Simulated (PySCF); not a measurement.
FSn, doublet, geometry from GFN2-xTB (such geometries of metal compounds can be far from the true shape) (the spin is typed, not shown lowest) (all electrons, no relativity); PySCF with PW6B95/3-21G.

The PySCF input:
```python
from pyscf import gto, scf, dft

mol = gto.M(
    atom='''
Sn   -0.000000   -0.000000   -0.313679
F     0.000000    0.000000    1.742662
''',
    basis='3-21g',
    charge=0,
    spin=1,
    verbose=4,
)

mf = dft.UKS(mol)
mf.xc = 'pw6b95'
mf.kernel()
```

Question: Write the output that PySCF gives for this input, abridged.

Answer: 
```
PySCF version 2.14.0

[INPUT] verbose = 4
[INPUT] num. atoms = 2
[INPUT] num. electrons = 59
[INPUT] charge = 0
[INPUT] spin (= nelec alpha-beta = 2S) = 1
[INPUT] symmetry False subgroup None
[INPUT] Mole.unit = angstrom
[INPUT] Symbol           X                Y                Z      unit          X                Y                Z       unit  Magmom
[INPUT]  1 Sn     0.000000000000   0.000000000000  -0.313679000000 AA    0.000000000000   0.000000000000  -0.592767401027 Bohr   0.0
[INPUT]  2 F      0.000000000000   0.000000000000   1.742662000000 AA    0.000000000000   0.000000000000   3.293153907687 Bohr   0.0

nuclear repulsion = 115.802653798178
number of shells = 18
number of NR pGTOs = 96
number of NR cGTOs = 40
basis = 3-21g
ecp = {}

******** <class 'pyscf.dft.uks.UKS'> ********
method = UKS
initial guess = minao
damping factor = 0
level_shift factor = 0
DIIS = <class 'pyscf.scf.diis.CDIIS'>
diis_start_cycle = 1
diis_space = 8
diis_damp = 0
SCF conv_tol = 1e-09
SCF conv_tol_grad = None
SCF max_cycles = 50
direct_scf = True
direct_scf_tol = 1e-13
number electrons alpha = 30  beta = 29
XC library pyscf.dft.libxc version 7.1.2
    S. Lehtola, C. Steigemann, M. J. T. Oliveira, and M. A. L. Marques,  SoftwareX 7, 1–5 (2018)
XC functionals = pw6b95
    Y. Zhao and D. G. Truhlar,  J. Phys. Chem. A 109, 5656 (2005)
radial grids:
    Treutler-Ahlrichs [JCP 102, 346 (1995); DOI:10.1063/1.469408] (M4) radial grids

becke partition: Becke, JCP 88, 2547 (1988); DOI:10.1063/1.454033
pruning grids: <function nwchem_prune>
grids dens level: 3
symmetrized grids: False
atomic radii adjust function: <function treutler_atomic_radii_adjust>
small_rho_cutoff = 0
Set gradient conv threshold to 3.16228e-05
tot grids = 36224
init E= -6087.05960206912

cycle= 1 E= -6100.0567367007  delta_E=  -13  |g|= 0.523  |ddm|= 1.03
cycle= 2 E= -6097.41288417802  delta_E= 2.64  |g|= 2.33  |ddm|= 1.78
cycle= 3 E= -6100.15947897063  delta_E= -2.75  |g|= 0.059  |ddm|= 1.57
cycle= 4 E= -6100.16296678956  delta_E= -0.00349  |g|= 0.037  |ddm|= 0.15
cycle= 5 E= -6100.16363650167  delta_E= -0.00067  |g|= 0.00813  |ddm|= 0.0334
cycle= 6 E= -6100.16366429496  delta_E= -2.78e-05  |g|= 0.000335  |ddm|= 0.00616
cycle= 7 E= -6100.1636644635  delta_E= -1.69e-07  |g|= 0.000204  |ddm|= 0.000851
cycle= 8 E= -6100.16366450079  delta_E= -3.73e-08  |g|= 2.8e-05  |ddm|= 0.000405
cycle= 9 E= -6100.1636645021  delta_E= -1.31e-09  |g|= 1.92e-05  |ddm|= 9.5e-05
cycle= 10 E= -6100.16366450232  delta_E= -2.15e-10  |g|= 1.35e-06  |ddm|= 2.96e-05
Extra cycle  E= -6100.16366450234  delta_E= -2.18e-11  |g|= 1.55e-06  |ddm|= 1.61e-05
converged SCF energy = -6100.16366450234  <S^2> = 0.75052431  2S+1 = 2.0005242
```
